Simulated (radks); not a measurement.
All-electron atom: the silicon ion Si+ in [He] 2s2 2p5 3s2 3p1 3d1 (not the ground configuration).

Calculated with a radial shooting solver on a logarithmic mesh with Libxc functionals: scalar-relativistic Kohn-Sham, r2SCAN, spin-unpolarised, spherical densities, finite nucleus; meta-GGA in the generalised Kohn-Sham scheme; Fermi nuclear charge, rms radius 3.1224 fm.

Energy parts (hartree):
total: -285.42582
kinetic: 286.17584
electron-nucleus: -669.71836
Hartree: 117.58802
exchange-correlation: -19.47133

Orbitals (lengths in bohr, moments of r in powers of bohr):
| orbital | occ. | eigenvalue (hartree) | <r> |
|---|---|---|---|
| 1s | 2 | -67.67185 | 0.1112 |
| 2s | 2 | -6.45753 | 0.5501 |
| 2p | 5 | -4.81434 | 0.5129 |
| 3s | 2 | -0.91214 | 1.870 |
| 3p | 1 | -0.58573 | 2.129 |
| 3d | 1 | -0.18509 | 3.363 |

The highest occupied level is 3d at -5.036 eV. Summed over all electrons, <r^2> = 29.70 bohr^2, which gives a Langevin (diamagnetic) susceptibility term of -23.5 x 10^-6 cm^3/mol. The density falls to 0.001 e/bohr^3 at r = 4.22 bohr.
